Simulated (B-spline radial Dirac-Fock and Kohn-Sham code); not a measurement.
## Atomic technetium: differential elastic cross section for electrons at 3 keV

Method: relativistic (Dirac) partial waves in the static field of the Dirac-Fock atom with Furness-McCarthy exchange, without polarisation or absorption potentials. Computed with a radial finite-basis atomic code.

Input of the calculation (task.json; shells as n, l, electrons):

```json
{"items": [{
  "Z": 43,
  "q": 0,
  "cfg": [[1, 0, 2], [2, 0, 2], [2, 1, 6], [3, 0, 2], [3, 1, 6], [3, 2, 10], [4, 0, 2], [4, 1, 6], [4, 2, 5], [5, 0, 2]],
  "A": 97,
  "rrms": 4.4112,
  "do": "elastic",
  "energies": [[3000.0, 0]],
  "theta": [0, 0.5, 1, 2, 4, 8, 12, 16, 24, 32, 45, 60, 75, 90, 105, 120, 135, 150, 165, 180]
}]}
```

Run with: `python xray2_run.py task.json out`

| θ (°) | dσ/dΩ (Å²/sr) | Sherman function |
| --- | --- | --- |
| 0 | 68.8 | 0.000 |
| 0.5 | 66.9 | 0.000 |
| 1 | 61.7 | 0.000 |
| 2 | 45.8 | 0.000 |
| 4 | 19.6 | 0.000 |
| 8 | 4.10 | 0.000 |
| 12 | 1.26 | 0.000 |
| 16 | 0.538 | 0.000 |
| 24 | 0.169 | -0.003 |
| 32 | 0.0713 | -0.005 |
| 45 | 0.0281 | 0.004 |
| 60 | 0.0138 | 0.027 |
| 75 | 0.00818 | 0.034 |
| 90 | 0.00585 | 0.000 |
| 105 | 0.00524 | -0.052 |
| 120 | 0.00574 | -0.072 |
| 135 | 0.00685 | -0.062 |
| 150 | 0.00811 | -0.041 |
| 165 | 0.00906 | -0.020 |
| 180 | 0.00941 | 0.000 |

Question: What integrated cross sections go with this distribution?

Answer: The total elastic cross section is 1.48 Å², the first transport cross section 0.117 Å² and the second, weighted with (3/2) sin²θ, 0.171 Å². The mean deflection is ⟨1 − cos θ⟩ = 0.0791, and 2.7 % of the collisions scatter beyond 90°.

On this grid of angles the cross section has a minimum near 105°.
